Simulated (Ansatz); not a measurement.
Input file for Ansatz (a program for electronic structure): R-PBE0/def2-TZVPP on Cl4Mg2.

Ansatz 0.2 input:
```yaml
crystal:
  periodic: [false, false, false]
  atoms:
    - {symbol: Mg, position_ang: [1.62186634, 0.00509441, -0.00410579]}
    - {symbol: Mg, position_ang: [-1.62187336, -0.00488208, 0.00144018]}
    - {symbol: Cl, position_ang: [-0.00528476, 1.71166973, -0.01729379]}
    - {symbol: Cl, position_ang: [0.00527361, -1.71146601, 0.00978091]}
    - {symbol: Cl, position_ang: [3.80260275, 0.01137462, -0.00153023]}
    - {symbol: Cl, position_ang: [-3.80258459, -0.01169066, 0.01170872]}
basis:
  gaussian:
    orbitals: def2-TZVPP
hamiltonian:
  xc: {name: PBE0}
scf: {lower_state_search: off}
```

Output:

```
WARN ansatz: RAYON_NUM_THREADS=4 ignored (pool sized by the plan → 4); use --threads N
Functional definition: PBE0
these checks for a lower state are left out or cut short: stability, starts, cluster_reference, orbital_swaps, neighbouring_geometries, increment
integrals: 0.27 GiB planned
1876 factors; their error is unknown
mean field: 2.06 GiB planned
mean field evaluation 1: about -60966.3222 eV, gradient 3.0e1 eV
mean field evaluation 2: about -60966.0033 eV, gradient 3.5e1 eV
mean field evaluation 4: about -60968.6792 eV, gradient 1.0e0 eV
mean field evaluation 8: about -60968.8579 eV, gradient 9.1e-3 eV
mean field -60968.85787789 eV, -2240.5642008363 hartree, gradient 3.0e-6 eV, S^2 0.000000; 0 other end points of the search recorded, 0 dependent functions left out
reference -60968.85791755 eV, -2240.5642022939 hartree; 46, 46 occupied and 186, 186 virtual orbitals, 1876 factors
Total energy: -60968.85791755 eV, -2240.5642022939 hartree
Checks for a lower state left out: stability, starts, cluster_reference, orbital_swaps, neighbouring_geometries, increment
```

The run converged.

Cost: about 7 core-seconds (a rough figure).
